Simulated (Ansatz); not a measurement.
Ansatz (a program for electronic structure) input (MP2/6-31G*):

Ansatz 0.2 input:
```yaml
crystal:
  periodic: [false, false, false]
  atoms:
    - {symbol: C, position_ang: [-0.90460423, -0.84732698, 0.11065920]}
    - {symbol: C, position_ang: [-1.06018108, 0.61470875, -0.21602431]}
    - {symbol: C, position_ang: [0.15747036, 0.12761119, 0.49611742]}
    - {symbol: N, position_ang: [1.44757121, 0.09578820, -0.26068901]}
    - {symbol: H, position_ang: [-0.71084687, -1.52651156, -0.71038905]}
    - {symbol: H, position_ang: [-1.48809910, -1.27667292, 0.91219987]}
    - {symbol: H, position_ang: [-1.75324154, 1.21500696, 0.35544829]}
    - {symbol: H, position_ang: [-0.96997087, 0.90861000, -1.25450300]}
    - {symbol: H, position_ang: [0.33551045, 0.37797384, 1.53179942]}
    - {symbol: H, position_ang: [1.91776843, 1.00575094, -0.23487798]}
    - {symbol: H, position_ang: [2.08906113, -0.60397470, 0.12480599]}
    - {symbol: H, position_ang: [1.29070966, -0.14065778, -1.24417437]}
basis:
  gaussian:
    orbitals: 6-31G*
total_charge: 1
magnetization: {spin_polarized: false}
correlation: {method: mp2, electrons: outside_noble_gas}
relax: {f_tol: 0.003, max_steps: 120}
```

Output:

```
Functional definition: HF
these checks for a lower state are left out or cut short: cluster_reference
integrals: 0.03 GiB planned
930 factors; integrals over basis functions are off by at most 3.6e-4 eV
mean field: 0.15 GiB planned
mean field evaluation 1: about -4688.4333 eV, gradient 4.0e1 eV
mean field evaluation 2: about -4688.4310 eV, gradient 4.0e1 eV
mean field evaluation 4: about -4692.4371 eV, gradient 3.0e0 eV
mean field evaluation 8: about -4692.4680 eV, gradient 3.7e-2 eV
mean field -4692.46797701 eV, -172.4450174862 hartree, gradient 1.1e-6 eV, S^2 0.000000; 0 other end points of the search recorded, 0 dependent functions left out
4 core orbitals not correlated
reference -4692.46797701 eV, -172.4450174862 hartree; 12, 12 occupied and 60, 60 virtual orbitals, 930 factors
densities: 0.14 GiB planned
second order -14.95321296 eV of doubles, -0.00000000 eV of singles
the calculation of the forces begins
relax step   1: F+E_penalty+E_count = -4707.42118998 eV  Δ(F+E_penalty+E_count) = +0.000e0 eV  max|allowed force component| = 3.123e-1 eV/Å  Δτ_max = 0.0000 Å  (39 SCF iters, accepted)
these checks for a lower state are left out or cut short: starts, cluster_reference, orbital_swaps, neighbouring_geometries, increment
integrals: 0.03 GiB planned
930 factors; integrals over basis functions are off by at most 3.7e-4 eV
mean field: 0.15 GiB planned
mean field evaluation 16: about -4692.4583 eV, gradient 5.0e-1 eV
mean field -4692.45558546 eV, -172.4445621051 hartree, gradient 9.0e-6 eV, S^2 0.000000; 0 other end points of the search recorded, 0 dependent functions left out
4 core orbitals not correlated
reference -4692.45558546 eV, -172.4445621051 hartree; 12, 12 occupied and 60, 60 virtual orbitals, 930 factors
densities: 0.14 GiB planned
second order -14.96894495 eV of doubles, -0.00000000 eV of singles
the calculation of the forces begins
relax step   2: F+E_penalty+E_count = -4707.42453042 eV  Δ(F+E_penalty+E_count) = -3.340e-3 eV  max|allowed force component| = 1.277e-1 eV/Å  Δτ_max = 0.0044 Å  (32 SCF iters, accepted)
these checks for a lower state are left out or cut short: starts, cluster_reference, orbital_swaps, neighbouring_geometries, increment
integrals: 0.03 GiB planned
930 factors; integrals over basis functions are off by at most 3.7e-4 eV
mean field: 0.15 GiB planned
mean field -4692.45000951 eV, -172.4443571928 hartree, gradient 8.9e-6 eV, S^2 0.000000; 0 other end points of the search recorded, 0 dependent functions left out
4 core orbitals not correlated
reference -4692.45000951 eV, -172.4443571928 hartree; 12, 12 occupied and 60, 60 virtual orbitals, 930 factors
densities: 0.14 GiB planned
second order -14.97490981 eV of doubles, -0.00000000 eV of singles
the calculation of the forces begins
relax step   3: F+E_penalty+E_count = -4707.42491932 eV  Δ(F+E_penalty+E_count) = -3.889e-4 eV  max|allowed force component| = 3.778e-2 eV/Å  Δτ_max = 0.0018 Å  (32 SCF iters, accepted)
these checks for a lower state are left out or cut short: starts, cluster_reference, orbital_swaps, neighbouring_geometries, increment
integrals: 0.03 GiB planned
930 factors; integrals over basis functions are off by at most 3.7e-4 eV
mean field: 0.15 GiB planned
mean field evaluation 32: about -4692.4538 eV, gradient 1.1e-1 eV
mean field -4692.45043029 eV, -172.4443726562 hartree, gradient 8.8e-6 eV, S^2 0.000000; 0 other end points of the search recorded, 0 dependent functions left out
4 core orbitals not correlated
reference -4692.45043029 eV, -172.4443726562 hartree; 12, 12 occupied and 60, 60 virtual orbitals, 930 factors
densities: 0.14 GiB planned
second order -14.97451800 eV of doubles, -0.00000000 eV of singles
the calculation of the forces begins
relax step   4: F+E_penalty+E_count = -4707.42494830 eV  Δ(F+E_penalty+E_count) = -2.898e-5 eV  max|allowed force component| = 7.487e-3 eV/Å  Δτ_max = 0.0017 Å  (33 SCF iters, accepted)
these checks for a lower state are left out or cut short: starts, cluster_reference, orbital_swaps, neighbouring_geometries, increment
integrals: 0.03 GiB planned
930 factors; integrals over basis functions are off by at most 3.7e-4 eV
mean field: 0.15 GiB planned
mean field -4692.45035986 eV, -172.4443700677 hartree, gradient 8.8e-6 eV, S^2 0.000000; 0 other end points of the search recorded, 0 dependent functions left out
4 core orbitals not correlated
reference -4692.45035986 eV, -172.4443700677 hartree; 12, 12 occupied and 60, 60 virtual orbitals, 930 factors
densities: 0.14 GiB planned
second order -14.97456492 eV of doubles, -0.00000000 eV of singles
the calculation of the forces begins
relax step   5: F+E_penalty+E_count = -4707.42492477 eV  Δ(F+E_penalty+E_count) = +2.352e-5 eV  max|allowed force component| = 2.351e-2 eV/Å  Δτ_max = 0.0016 Å  (33 SCF iters, rejected (line search))
these checks for a lower state are left out or cut short: starts, cluster_reference, orbital_swaps, neighbouring_geometries, increment
integrals: 0.03 GiB planned
930 factors; integrals over basis functions are off by at most 3.7e-4 eV
mean field: 0.15 GiB planned
mean field -4692.45041252 eV, -172.4443720030 hartree, gradient 6.1e-6 eV, S^2 0.000000; 0 other end points of the search recorded, 0 dependent functions left out
4 core orbitals not correlated
reference -4692.45041252 eV, -172.4443720030 hartree; 12, 12 occupied and 60, 60 virtual orbitals, 930 factors
densities: 0.14 GiB planned
second order -14.97454013 eV of doubles, -0.00000000 eV of singles
the calculation of the forces begins
relax step   6: F+E_penalty+E_count = -4707.42495265 eV  Δ(F+E_penalty+E_count) = -4.357e-6 eV  max|allowed force component| = 6.366e-4 eV/Å  Δτ_max = 0.0006 Å  (24 SCF iters, accepted)
these checks for a lower state are left out or cut short: cluster_reference
integrals: 0.03 GiB planned
930 factors; integrals over basis functions are off by at most 3.7e-4 eV
mean field: 0.15 GiB planned
mean field evaluation 64: about -4692.4504 eV, gradient 3.7e-2 eV
mean field -4692.45041252 eV, -172.4443720030 hartree, gradient 6.1e-6 eV, S^2 0.000000; 1 other end points of the search recorded, 0 dependent functions left out
4 core orbitals not correlated
reference -4692.45041252 eV, -172.4443720030 hartree; 12, 12 occupied and 60, 60 virtual orbitals, 930 factors
densities: 0.14 GiB planned
second order -14.97454013 eV of doubles, -0.00000000 eV of singles
the calculation of the forces begins
Total energy: -4707.42495265 eV, -172.9946762028 hartree
Atom 0 at    -0.905018    -0.847593     0.111103 Å, force    -0.000195     0.000225     0.000077 eV/Å
Atom 1 at    -1.060659     0.615048    -0.215716 Å, force    -0.000150    -0.000206     0.000173 eV/Å
Atom 2 at     0.160409     0.127922     0.496108 Å, force     0.000637     0.000033    -0.000157 eV/Å
Atom 3 at     1.446768     0.096083    -0.258989 Å, force    -0.000492    -0.000020     0.000145 eV/Å
Atom 4 at    -0.713650    -1.527134    -0.714795 Å, force     0.000101     0.000001     0.000064 eV/Å
Atom 5 at    -1.489429    -1.279352     0.915574 Å, force    -0.000184     0.000162    -0.000000 eV/Å
Atom 6 at    -1.755232     1.218531     0.357436 Å, force    -0.000148    -0.000180     0.000076 eV/Å
Atom 7 at    -0.972642     0.906743    -1.258631 Å, force     0.000097     0.000046     0.000054 eV/Å
Atom 8 at     0.331964     0.378704     1.536756 Å, force    -0.000060    -0.000097    -0.000405 eV/Å
Atom 9 at     1.921980     1.009775    -0.235491 Å, force     0.000019    -0.000023    -0.000020 eV/Å
Atom 10 at     2.094018    -0.606948     0.125756 Å, force     0.000015     0.000016    -0.000029 eV/Å
Atom 11 at     1.292640    -0.141472    -1.248739 Å, force     0.000359     0.000043     0.000022 eV/Å
Dipole moment:     0.996415     0.063599    -0.189894 e Å
Checks for a lower state left out: cluster_reference
```

The dipole moment of an ion depends on the origin.

The geometry given is a B3LYP-D3(BJ)/def2-TZVP minimum.
